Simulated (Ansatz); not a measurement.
Two structures of SnHCl$_{3}$, singlet, reached by relaxing down either side of one saddle point (PBE0-D4/def2-TZVP). Energies are electronic, without zero-point energy. Ansatz 0.2.0; basis: def2-TZVPP and def2-QZVPP; cores frozen in the correlated methods. Filled d shells of the heavier atoms are correlated. Core potentials replace the inner electrons of the atoms past krypton. The def2 sets are not built for correlating such inner shells, so the correlated values are less sure here. Extrapolation: Hartree–Fock as exp(−7.88 √X), correlation as X^−2.97. First:

```tsv
atom	x (Å)	y (Å)	z (Å)
Sn1	0.6593	1.2908	0.2578
Cl2	1.4713	-0.6196	-0.9961
H3	-0.8515	-0.8145	-1.0172
Cl4	-1.8648	-0.1002	-0.6229
Cl5	0.5856	0.2436	2.3784
```

Second:

```xyz
5
angstrom
Sn 0.1948 1.4167 0.3518
Cl 1.2050 -0.9289 -1.2487
H -0.0903 -1.0209 -1.1718
Cl -1.8345 0.2728 -0.3208
Cl 0.5249 0.2604 2.3895
```

Which bonds change from the first to the second?

SnCl₂ + HCl → SnCl₂ + HCl; bonds formed: Sn1–Cl4, Cl2–H3; bonds broken: Sn1–Cl2, H3–Cl4.

Give the saddle point's structure and its height above each. (Judge from chemistry; the value comes from the calculation.)

Computed: 23.0 kJ/mol above the first and 23.0 kJ/mol above the second (CCSD(T) at an estimated basis limit (MP2 extrapolated from triple and quadruple zeta, plus CCSD(T) − MP2 in triple zeta)).
```xyz
5
angstrom
Sn 0.4050 1.3000 0.2663
Cl 1.1571 -0.8103 -1.1199
H -0.3916 -0.7028 -0.9883
Cl -1.7220 -0.0338 -0.5315
Cl 0.5514 0.2469 2.3734
```

The search had been set up for a 1,1-elimination (forming Cl2–H3, breaking Sn1–Cl2, Sn1–H3); from that guess it ended on this step instead.

No T1 diagnostic of these runs exceeds 0.013.

For scale, one of the runs: CCSD(T)/def2-TZVPP, 190 basis functions, launched by `ansatz run in.yaml --threads 4 --pin off --events-out ev --progress --plain --max-ram 9574MiB`. The run took 72 s on 4 CPU threads of an Arm Neoverse V1 (shared host), with 2.1 GiB of host memory at its peak.
